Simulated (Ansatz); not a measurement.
Correlation energies of `N[Si@H](O)O[Si@@H](N)O` by basis set

```xyz
15

N    -1.997   -1.725    0.873
Si   -0.754   -0.568    1.004
O     0.630   -1.277    1.548
O    -0.581    0.040   -0.497
Si    0.525    0.846   -1.394
N     1.918    0.968   -0.420
O     0.022    2.336   -1.845
H    -2.414   -2.148    1.686
H    -2.648   -1.662    0.108
H    -0.980    0.526    1.972
H     0.766   -2.177    1.244
H     0.661    0.133   -2.680
H     2.751    1.440   -0.731
H     2.110    0.270    0.282
H    -0.009    2.999   -1.151
```

Charge 0, multiplicity 1. The structure was optimised at the PBE0-D4/def2-TZVP level. It is one conformer, not always the lowest. Frozen core, restricted reference, Ansatz. CBS rows extrapolate triple and quadruple zeta; past MP2 they add the triple-zeta difference.

```csv
basis,HF (Eh),MP2 corr.,CCSD corr.,(T),CCSD(T) total
def2-TZVPP,-916.49757,-1.37909,-1.41563,?,?
def2-QZVPP,?,-1.48879,–,–,–
CBS(def2),?,?,-1.60659,as TZ,?
```

(1) Fill in the withheld values. (An estimate is asked.)

## Answers

(1) Computed: def2-TZVPP (T): -0.05103; def2-TZVPP CCSD(T) total: -917.96423; def2-QZVPP HF (Eh): -916.53420; CBS(def2) HF (Eh): -916.53925; CBS(def2) MP2 corr.: -1.57005; CBS(def2) CCSD(T) total: -918.19687.
